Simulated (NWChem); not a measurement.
# SiH3O cation; SMILES [SiH2]=[OH+]

```xyz
5

O     -0.1516    -1.0894     0.0000
Si    -0.0505     0.4951     0.0000
H      0.5695    -1.7460     0.0000
H      1.2551     1.1754     0.0000
H     -1.3552     1.1623     0.0000
```
Atoms are numbered in this order, from 1.

Geometry: optimised at B3LYP/6-31G* (spherical d).

 Unshifted, non-relativistic core excitations; the lowest 4 roots alone, so stronger bands may lie above.

Problem. List the first O K-edge excitations from B3LYP/def2-TZVP, restricted-window TDA (NWChem).

Solution. 
| state | energy (eV) | dipole oscillator strength | leading excitation (squared amplitude) |
|---|---|---|---|
| S1 | 517.4 | 0.0155 | 1s of atom 1 or its equivalents → LUMO (1.00) |
| S2 | 520.0 | 0.0091 | 1s of atom 1 or its equivalents → LUMO+1 (0.99) |
| S3 | 521.1 | 0.0021 | 1s of atom 1 or its equivalents → LUMO+2 (0.98) |
| S4 | 522.6 | 0.0198 | 1s of atom 1 or its equivalents → LUMO+3 (0.97) |
